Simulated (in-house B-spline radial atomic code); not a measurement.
Checks on a self-consistent run for the ruthenium ion Ru⁶⁺, [Kr] 4d2. Level of theory: non-relativistic Hartree-Fock, average of configuration, point nucleus; calculated with an all-electron radial atomic-structure program (B-spline basis).

| orbital | q | ε (Eh) | <1/r> | <r²> |
| --- | --- | --- | --- | --- |
| 1s | 2 | -798.94197 | 43.4828 | 0.00160437 |
| 2s | 2 | -118.61936 | 9.86588 | 0.0266641 |
| 2p | 6 | -109.69796 | 9.83158 | 0.0203316 |
| 3s | 2 | -24.82350 | 3.47798 | 0.193507 |
| 3p | 6 | -21.25938 | 3.3821 | 0.19072 |
| 3d | 10 | -14.74688 | 3.19935 | 0.173977 |
| 4s | 2 | -6.42377 | 1.32924 | 1.15396 |
| 4p | 6 | -5.18149 | 1.23444 | 1.31289 |
| 4d | 2 | -3.42409 | 1.02963 | 1.82318 |

Electron-electron repulsion V_ee = 1564.2703 hartree, kinetic energy T = 4433.0374 hartree.

Q: What total energy follows from the eigenvalues?

A: The eigenvalues count the repulsion twice, so E = Σqε - V_ee = -2868.767 - 1564.270 = -4433.037 hartree; the run printed -4433.037.

Q: What is the virial ratio?

A: -V/T = (T - E)/T = 2.000000; at the Hartree-Fock limit it is 2.

Q: What diamagnetic shielding (Lamb formula) and susceptibility (Langevin formula) do the radii give?

A: σ = (α²/3)Σq<1/r> = 237.053/(3·137.036²) = 4207.8 ppm, and χ = -0.79199×10⁻⁶·Σq<r²> = -13.69×10⁻⁶ cm³/mol with Σq<r²> = 17.281 bohr². Both are non-relativistic formulas without the paramagnetism of open shells.
